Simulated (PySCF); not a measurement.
[WN2]-: fields on a plane

These are results of UB3LYP/[W def2-SVPD with ECP60, N def2-SVPD], scalar-relativistic core potentials, density fitting, no spin–orbit coupling, PySCF, not measurements.

The doublet minimum has W–N 1.736 Å (×2); N–W–N 99.0°.

The plane holds W1 at (0.00, 0.00), N2 at (1.74, 0.00), N3 at (-0.27, 1.72) Å. Columns run from x = -2.25 to 4.05 Å, rows from y = 4.05 (top) to -1.95 Å, in steps of 0.3 Å. Other isomers or separated fragments may lie lower. Core electrons replaced by a potential are absent, the electrostatic potential uses the reduced nuclear charge, and values within about 0.7 Å of such atoms have no physical meaning.

**Question.** Give the electron density (e/Å³) (cut at 5 e/Å³). Lower edges of the bins (e/Å³): '_' 0.000, '.' 0.030, ':' 0.076, '-' 0.151, '=' 0.268, '+' 0.455, '*' 0.750, '#' 1.218, '%' 1.960, '@' 3.136; top 5.00, each point printed twice.

**Answer.** 
```
____________________________________________
____________________________________________
____________________________________________
__________........__________________________
______....::----::....______________________
______..--==++++==--..______________________
____..::==**####**==::..____________________
____..--++##@@@@%%++--..____________________
____..--++%%@@@@%%**--::..__________________
____..--++##@@@@%%**==::::......____________
____..::==**##%%##++==--------::....________
____..::--++##%%%%**++++++**++==--..________
____..::==**@@@@@@@@##**##%%%%**==::..______
____..::==%%@@::::@@%%##@@@@@@%%++--..______
____..::==%%@@::::@@%%##@@@@@@%%++--..______
____..::==**@@@@@@@@##**##%%%%**==::..______
____..::--==**%%%%**++++++**++==--..________
____....::--========----------::....________
______....::::::::::::..........____________
________..................__________________
____________....____________________________
```

**Question.** Give the lowest empty orbital (Å^-3/2) at 1.70 eV (cut at ±0.3; overall sign arbitrary). Lower edges of the bins (Å^-3/2): '0' -0.300, '1' -0.240, '2' -0.180, '3' -0.120, '4' -0.060, '5' 0.000, '6' 0.060, '7' 0.120, '8' 0.180, '9' 0.240; top 0.30.

**Answer.** 
```
4445555555555555444455
4445555555555555544555
4444555555555555555555
4444555666655555544555
4444456777665555444455
4444456898765554444445
4433237999865544444444
4332003999865544444444
3321000999865444444444
3321000398654333334444
3321000366542111234444
3322113565430000133444
3332346764320000123444
4333458543343000133444
4444467542589983344444
4444555323699997554444
4444454345799997655544
4444444456788987655555
4444555556777776655555
4445555556666666555555
4455555556666665555555
```

With open d or f shells other occupations or spin states may lie lower. The lowest empty level of this anion is unbound, so it and the gap depend on the basis. With an element this heavy the missing spin–orbit coupling can shift these numbers.
